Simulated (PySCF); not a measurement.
Computed properties of ClGeH₆NSi, SMILES N[Si@@H](Cl)[GeH3]

ClGeH6NSi, SMILES N[Si@@H](Cl)[GeH3]. Geometry optimised at PBE0-D3(BJ)/def2-SVP. The structure was generated by enumeration; whether it is a known compound was not checked. The values are those of a single conformer. All values are computed for the isolated molecule unless a solvent is named; none is compared with measurement here.

**Structure.** All 24 harmonic modes at PBE0-D3(BJ)/def2-SVP (PySCF) are real, so it is a minimum. With heavy atoms numbered as in [NH2:1][Si@@H:2]([Cl:3])[GeH3:4], the shortest bond between them is N1–Si2 at 1.718 Å and the longest Si2–Ge4 at 2.373 Å.

**Vibrations.** The strongest infrared lines (harmonic, unscaled, degenerate partners summed) lie at 788 cm⁻¹ (238 km/mol, H 94 %), 916 cm⁻¹ (130 km/mol, H 71 %, Si 15 %, N 14 %), 536 cm⁻¹ (129 km/mol, Si 51 %, Cl 29 %, H 16 %). The softest mode is at 84 cm⁻¹ and the zero-point energy is 38.0 kcal/mol.

**Electronic structure.** r2SCAN/def2-TZVP (PySCF) places the frontier levels at -6.89 and -0.58 eV, a gap of 6.31 eV, and gives a dipole moment of 1.96 D and a mean polarisability of 78.8 bohr³. PBE/def2-TZVP (PySCF) at the same geometry gives -6.57 and -0.89 eV, so its gap is 0.63 eV narrower. An orbital gap is neither the optical nor the fundamental gap.

**Excitations.** TDA-CAM-B3LYP/def2-SVPD (PySCF) has S1 at 6.76 eV (184 nm, f = 0.027, weak); the most intense of the 10 singlets computed lies at 7.46 eV (f = 0.20). T1 (TDA) is at 6.17 eV, 0.59 eV under S1. TDA-PBE/def2-SVPD (PySCF) puts S1 at 5.86 eV. No vertical singlet excitation falls in the visible range (under 3.1 eV).

**NMR.** GIAO shifts at B3LYP/pcSseg-1 (PySCF) (non-relativistic, atoms alike by connectivity averaged): ¹H from 1.6 to 5.8 ppm against TMS; ²⁹Si at 0.1 ppm against TMS. Without spin–orbit terms, shifts of atoms bonded to Cl or Br come out too high.
